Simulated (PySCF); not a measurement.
**From computed data to an observable: oscillator strength and radiative lifetime**

W(NH)2(F)(Cl) (ClFH₂N₂W), SMILES [NH]=[W](=[NH])([F])[Cl], multiplicity 1.

The structure is a stationary point at B3LYP-D3(BJ)/def2-SVP. The multiplicity is an assumed one; no other spin state was optimised. The structure was generated by enumeration; whether it is a known compound was not checked. The def2 effective core potentials stand for the cores of W; spin–orbit coupling is left out.

TDDFT-M06-2X/def2-SVPD (PySCF) puts the first singlet state with f over 0.02 at 6.44 eV (vertical), with the transition dipole (0.000, 0.000, 0.463) in atomic units.

Task: Find the oscillator strength, the wavelength and the radiative lifetime that this transition would have in vacuum if emission retraced absorption.

Result: 
|μ|² = 0.2144 au, so |μ| = 1.18 D. ΔE = 6.44/27.211 = 0.2367 hartree. f = (2/3) ΔE |μ|² = 0.034 (the program prints 0.034).
λ = 1239.84/6.44 = 193 nm; ν = 51942 cm⁻¹.
Einstein's coefficient A = 0.6670 ν² f s⁻¹ (ν in cm⁻¹) = 6.1e7 s⁻¹, so τ = 1/A = 16 ns. This state is S10; the lower singlets have f = 0.001, 0.011, 0.013, 0.001, 0.000, 0.000, 0.000, 0.002, 0.001. The figure is the radiative limit of this one transition; relaxation, internal conversion, crossing to triplets and a medium change what is measured.
